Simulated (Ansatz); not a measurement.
C3H7GaS, SMILES `C/C(S)=[CH]/[GaH2]`. Charge 0, multiplicity 1. Geometry: relaxed with PBE0-D4/def2-TZVP. It is one conformer, not always the lowest.

```xyz
12

C    -1.847   -0.563    0.108
C    -0.441   -0.073    0.095
S    -0.048    1.295   -1.018
C     0.608   -0.438    0.830
Ga    2.175    0.604    0.195
H    -2.135   -0.966   -0.868
H    -2.547    0.244    0.341
H    -1.961   -1.353    0.853
H     0.016    0.612   -2.178
H     0.474   -1.208    1.588
H     3.071   -0.035   -0.927
H     2.636    1.881    0.983
```

**Question.** What is the dipole moment at ωB97M-V/def2-TZVPP? (Estimate.)

**Answer.** The calculation gave: 2.60 D, with components (-2.24, -1.18, -0.56) D in this frame, pointing from negative to positive charge.

**Question.** And with PBE, r2SCAN, B3LYP? (Estimate.)

**Answer.** The calculation gave: PBE 2.73 D, r2SCAN 2.77 D, B3LYP 2.64 D.

**Question.** Give the Mulliken charges with ωB97M-V, B3LYP, PBE in def2-TZVPP. (Estimate.)

**Answer.** The calculation gave: 
| atom | ωB97M-V | B3LYP | PBE |
| --- | --- | --- | --- |
| C1 | -0.27 | -0.21 | -0.21 |
| C2 | -0.02 | -0.03 | -0.02 |
| S3 | -0.11 | -0.11 | -0.11 |
| C4 | -0.23 | -0.15 | -0.12 |
| Ga5 | 0.16 | 0.17 | 0.10 |
| H6 | 0.11 | 0.08 | 0.09 |
| H7 | 0.12 | 0.10 | 0.10 |
| H8 | 0.10 | 0.09 | 0.09 |
| H9 | 0.14 | 0.12 | 0.13 |
| H10 | 0.10 | 0.10 | 0.08 |
| H11 | -0.05 | -0.08 | -0.06 |
| H12 | -0.05 | -0.08 | -0.06 |

B3LYP here is the variant with VWN-RPA as its local correlation; programs differ in this.

Computed with Ansatz.
